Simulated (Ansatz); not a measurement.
The molecule WO, multiplicity 3 (lowest of 2S+1 = 1, 3, 5, 7, 9 at CCSD(T)/def2-TZVPP on PBE0 minima; our sources give no spin for the ground state, which may be another). No spin–orbit coupling. The T1 diagnostic near the minimum is 0.058, so single-reference values are doubtful.

Seven points along R, fitted to fifth degree in 1/R; most abundant isotopes. In def2 and cc sets the state is the lowest found near the PBE0 minimum, followed along R.

Programs: Ansatz (Gaussian basis) for Hartree–Fock, density functionals and correlated methods.  In def2 rows elements past Kr take small-core potentials, without spin–orbit coupling.

Energies at wB97X-V/def2-TZVPP:

```tsv
R (Å)	E (hartree)
1.530689	-142.19015180
1.571837	-142.20288692
1.609692	-142.20903872
1.652486	-142.21072864
1.695279	-142.20788648
1.744656	-142.20017939
1.802263	-142.18668173
```

Q: With a reduced mass of 14.7154 u, find the minimum, the force constant and the constants.

A: A fifth-degree polynomial in 1/R puts the minimum at r_e = 1.6456 Å with force constant 1110 N/m. Then ω_e = (1/2πc)√(k/μ) = 1134 cm⁻¹ and B_e = h/(8π²cμr_e²) = 0.4231 cm⁻¹; the cubic and quartic terms give α_e = 0.0017 and ω_e x_e = 3.4 cm⁻¹.

Ansatz is a program for electronic structure.
